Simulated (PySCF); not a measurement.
Cartesian coordinates in Å; atom numbers follow the order of the lines, from 1:
```xyz
14

C     2.9777   -0.4100    0.5944
C     1.8903   -0.0980    0.1564
C     0.5889    0.2687   -0.3422
C    -0.4514   -0.8591   -0.6276
C    -1.7767   -0.1012   -0.3667
Si   -0.7764    1.0636    0.7415
H     3.9410   -0.6874    0.9786
H     0.6901    0.9028   -1.2419
H    -0.3519   -1.3189   -1.6245
H    -0.3179   -1.6620    0.1149
H    -2.6040   -0.7002    0.0369
H    -2.1297    0.4183   -1.2718
H    -0.9819    2.5434    0.6773
H    -0.7062    0.6235    2.1664
```

Geometry: PBE0-D3(BJ)/def2-SVP; GIAO shifts from PySCF, gas phase, non-relativistic, averaged over equivalent atoms.

At PBE0/def2-SVP (128 basis functions, 11 s wall time on 1 thread of an Arm Neoverse V2, shared host):
```tsv
atoms	δ (ppm)
C2	80.6
C1	68.2
C4	29.4
C3	13.6
C5	6.3
Si6	-25.6
H13	4.98
H14	4.77
H9	2.38
H8	2.07
H10	1.96
H7	1.60
H12	0.93
H11	0.78
```

δ = σ(ref) − σ, references computed at the same level: 13C (σref 193.72) and 29Si (σref 407.17) and 1H (σref 31.34) against TMS.

Q: Estimate the result of repeating the calculation with PBE0/IGLO-III.

A: 
```tsv
atoms	δ at PBE0/IGLO-III	change
C2	89.4	+8.8
C1	73.0	+4.8
C4	32.9	+3.5
C3	18.3	+4.7
C5	8.1	+1.8
Si6	-20.5	+5.1
H13	5.22	+0.24
H14	4.96	+0.19
H9	2.66	+0.28
H8	2.48	+0.41
H10	2.33	+0.37
H7	1.81	+0.21
H12	1.15	+0.22
H11	0.97	+0.19
```

Shifts are taken against calculated references (same method and geometry level): TMS for 13C (183.78 ppm) and 29Si (345.34 ppm) and 1H (31.37 ppm).

The largest change is at C2 (alkyne carbon). Cost: 299 basis functions, 43 s wall time on 1 thread of an Arm Neoverse V2, shared host. The order of the carbon signals is the same at both levels.
